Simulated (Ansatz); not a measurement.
Species: BrF$_{2}$Si, SMILES `F[Si](F)Br` (charge 0, multiplicity 2).

Q: Give a relaxed geometry from r2SCAN-D4/def2-TZVP run with Ansatz (a quantum-chemistry and plane-wave program).

A: the end point of this relaxation (outside a Z-matrix the atoms follow the SMILES, hydrogens last).
Cartesian coordinates (Å) in one orientation:
```xyz
4

F     -0.777     1.344    -0.168
Si    -0.177     0.014     0.459
F     -0.995    -1.192    -0.172
Br     1.948    -0.167    -0.120
```
